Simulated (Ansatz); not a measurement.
Consider the ligand exchange at the Si–Br bond: `N[Si](N)(N)Br` + NH₃ → `N[Si](N)(N)N` + HBr.

Program: Ansatz. Geometries: PBE0-D4/def2-TZVP. ΔE: electronic, gas phase. CCSD(T)/CBS adds triple-zeta CCSD(T) − MP2 to the extrapolated MP2 energy (def2 sets, frozen cores). This one scheme is used for every species. Functionals use def2-TZVPP. B3LYP here is the variant with VWN-RPA as its local correlation; programs differ in this. HSE06 is defined as in plane-wave codes. For Br outer-core shells are correlated without core-valence functions, which leaves a few kJ/mol of doubt a bond. Scalar relativity is left out up to krypton. Each species was taken in one conformer, which may not be the lowest.

`N[Si](N)(N)Br`:

```xyz
11

N    -0.010   -1.074   -1.260
Si    0.122    0.210   -0.147
N    -1.470    0.556    0.328
N     1.014    0.125    1.302
Br    1.247    1.762   -1.323
H     0.703   -1.228   -1.952
H    -0.491   -1.922   -1.008
H    -1.640    1.218    1.067
H    -2.209    0.552   -0.356
H     0.728   -0.494    2.044
H     2.005    0.295    1.306
```

NH₃:

Cartesian coordinates in Å:
```
N 0.035 0.085 -0.266
H 0.572 0.649 0.381
H -0.934 0.142 0.022
H 0.327 -0.876 -0.137
```

`N[Si](N)(N)N`:

Z-matrix (Å, degrees):
```
Si
N 1 1.717
N 1 1.716 2 113.2
N 1 1.717 2 113.2 3 115.8
N 1 1.717 2 102.3 3 -122.1
H 2 1.007 1 120.2 3 -46.2
H 2 1.007 1 119.9 3 168.6
H 3 1.007 1 119.9 2 75.6
H 3 1.007 1 120.2 2 -69.6
H 4 1.007 1 120.2 2 46.2
H 4 1.007 1 119.9 2 -168.6
H 5 1.007 1 120.2 2 -168.3
H 5 1.007 1 119.9 2 46.5
```

HBr:

Z-matrix (Å, degrees):
```
Br
H 1 1.420
```

| level | ΔE (kJ/mol) |
| --- | --- |
| B3LYP-D4 | 51.1 |
| HSE06-D4 | 57.3 |
| B2PLYP | 50.4 |
| B3LYP | 48.7 |
| HF/def2-SVP | 49.8 |
| CCSD/def2-TZVPP | 47.4 |
| CCSD(T)/def2-TZVPP | 48.4 |
| MP2/CBS(def2) | 59.5 |

**Question.** What does CCSD(T)/CBS give? (Estimate.)

**Answer.** Computed: +53.3 kJ/mol. The listed levels differ from it by -2.2, 4.0, -2.9, -4.6, -3.5, -5.9, -4.9, 6.2 kJ/mol.

Largest T1 diagnostic among the species: 0.009.

Leaving LDA and LC-ωPBE aside and taking each functional with its dispersion term where it has one, the values, not all of them listed here, spread over 10.8 kJ/mol, from CAM-B3LYP-D4 to HSE06-D4. LDA lies −6.7 kJ/mol from PBE without D4.

CCSD(T)/CBS has its own doubt, a few kJ/mol and more with outer-core shells, so smaller differences from it don't rank the levels.
